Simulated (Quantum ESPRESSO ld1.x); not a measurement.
The numbers below are computed, except where a source is named.
Task: Pt+, configuration [Xe] 4f14 5d8 6s1 (not the ground configuration). Level of theory: scalar-relativistic Kohn-Sham, PBE, spin-unpolarised, spherical densities, point nucleus (ld1.x of Quantum ESPRESSO 7.5). Some entries of the table are withheld. Estimate them.

| orbital | occ. | eigenvalue (eV) | <r> (bohr) |
|---|---|---|---|
| 1s | 2 | -78450.6 | 0.01714 |
| 2s | 2 | -13790.9 | 0.07234 |
| 2p | 6 | -11951.5 | 0.06523 |
| 3s | 2 | -3248.11 | (1) |
| 3p | 6 | (2) | 0.1882 |
| 3d | 10 | -2132.38 | 0.1704 |
| 4s | 2 | -706.927 | 0.4150 |
| 4p | 6 | -531.337 | 0.4419 |
| 4d | 10 | (3) | 0.4682 |
| 5s | 2 | -113.139 | 0.9513 |
| 4f | 14 | -81.4757 | 0.5160 |
| 5p | 6 | -67.2023 | 1.100 |
| 5d | 8 | -16.5002 | 1.596 |
| 6s | 1 | -13.9665 | (4) |

Result: 
(1) 3s <r> (bohr): 0.1871
(2) 3p eigenvalue (eV): -2712.55
(3) 4d eigenvalue (eV): -318.237
(4) 6s <r> (bohr): 2.634
